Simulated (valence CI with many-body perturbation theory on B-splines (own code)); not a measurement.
**Gd58+: key properties**

Calculated by configuration interaction combined with many-body perturbation theory (CI+MBPT): four valence electrons over a frozen Dirac-Fock core [He], radial functions for each j: 11 s, 11 p, 10 d, 8 f, 5 g, 2 h, with the one-electron correlation potential Σ1, the two-electron term Σ2, the three-electron term Σ3, Breit, model QED; selected CI, second order for the rest, scaled by the run's own slope (own B-spline code, finite nucleus).

No measured spectrum was set against this ion. As an estimate, large intervals hold to a few tenths of a per cent, small ones and those within an open d or f shell to about a per cent. Among the levels kept, up to 920 cm⁻¹ of a level comes from second order outside the variational space, and about a tenth of that is noise between levels of different J, which matters for small intervals.

Levels are named by their leading jj configuration (3d3/2^4 stands for four electrons in 3d with j = 3/2), which in mixed levels can hold well under half, so a name can repeat and another be missing.

Rates and lifetimes use the calculated energies. Strong lines usually hold to 10 to 20 %, long lifetimes can be off by a factor of two.

Q: What is the ground level?

A: (2s^2 2p1/2^2) J=0, composition 69 % 2s²2p² ³P + 31 % 2s²2p² ¹S.

Q: Among levels below 720.21 Ry, which E1 lines absorb most strongly from the ground level?

A: to (2s^2 2p1/2 3d3/2) J=1 at 0.1588 nm, f = 1.06; to (2s 2p1/2^2 3p1/2) J=1 at 0.1607 nm, f = 0.398; to (2s 2p1/2^2 3p3/2) J=1 at 0.1559 nm, f = 0.336.

Q: Where does the other parity begin?

A: At (2s 2p1/2^2 2p3/2) J=2, 70.78 Ry.

Q: What is the ionisation energy?

A: 13185 eV; NIST lists 13183 ± 6 eV (theoretical).

Q: Name the longest-lived excited levels whose lifetime is computed, and their main decay.

A: (2s^2 2p1/2 2p3/2) J=2 at 54.43 Ry lives 149 ns, mostly by E2 to (2s^2 2p1/2^2) J=0; (2s^2 2p1/2 2p3/2) J=1 at 53.15 Ry lives 418 ps, mostly by M1 to (2s^2 2p1/2^2) J=0.
